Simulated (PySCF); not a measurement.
**[La(NH2)4]− at several levels of theory**

Computed with PySCF 2.14.0 (density fitting, no spin-orbit coupling) at the geometry relaxed with PBE0:

```xyz
13
[La(NH2)4]− (singlet)
La    0.0000    0.0000    0.0000
N     1.4376    1.3084    1.4068
H     1.4450    1.4865    2.4123
H     2.3032    1.7296    1.0599
N    -1.4376   -1.4068    1.3084
H    -2.3030   -1.0595    1.7298
H    -1.4453   -2.4122    1.4865
N     1.4376   -1.3084   -1.4068
H     2.3032   -1.7296   -1.0599
H     1.4450   -1.4865   -2.4123
N    -1.4376    1.4068   -1.3084
H    -1.4453    2.4122   -1.4865
H    -2.3030    1.0595   -1.7298
```

| level | basis | state | HOMO (eV) | gap (eV) | charge on La1 (e) | population of f-type functions on La1 (core shells left out) | dipole about the centre of mass (D) | largest force component (eV/Å) |
| --- | --- | --- | --- | --- | --- | --- | --- | --- |
| PBE0 | La def2-SVP with ECP46, N def2-SVP, H def2-SVP | singlet | -1.19 | 4.51 | 0.68 | 0.14 | 0.00 | 0.01 |
| r2SCAN | the same | singlet | -0.13 | 3.37 | 0.63 | 0.13 | 0.00 | 0.09 |
| PBE0 | La def2-TZVP with ECP46, N def2-TZVP, H def2-TZVP | singlet | -1.50 | 4.76 | 1.32 | 0.13 | 0.00 | 0.35 |

Charges are Mulliken's, which hang on the basis. The relaxation used the grid (50, 194), these runs (75, 302) or, all-electron (x2c bases, spin-free X2C Hamiltonian), (99, 590).

Task: What does TPSS with La def2-SVP with ECP46, N def2-SVP, H def2-SVP give here?

Result: state singlet, HOMO (eV) 0.07, gap (eV) 2.89, charge on La1 (e) 0.56, population of f-type functions on La1 (core shells left out) 0.13, dipole about the centre of mass (D) 0.00, largest force component (eV/Å) 0.35. Time: 16 s on 2 threads of Arm Neoverse V2, with other jobs on the host, from an already converged density.

In the first row's basis the gap widens with exact exchange: 2.9 to 3.4 eV for TPSS, r2SCAN (none); 4.5 eV for PBE0 (a fixed share).

No frequency check is given that shows the relaxed geometry to be a minimum, and it was reached by following one of several unstable modes of a saddle point.

The highest filled level of some runs lies above zero, as often for anions with such functionals and bases.
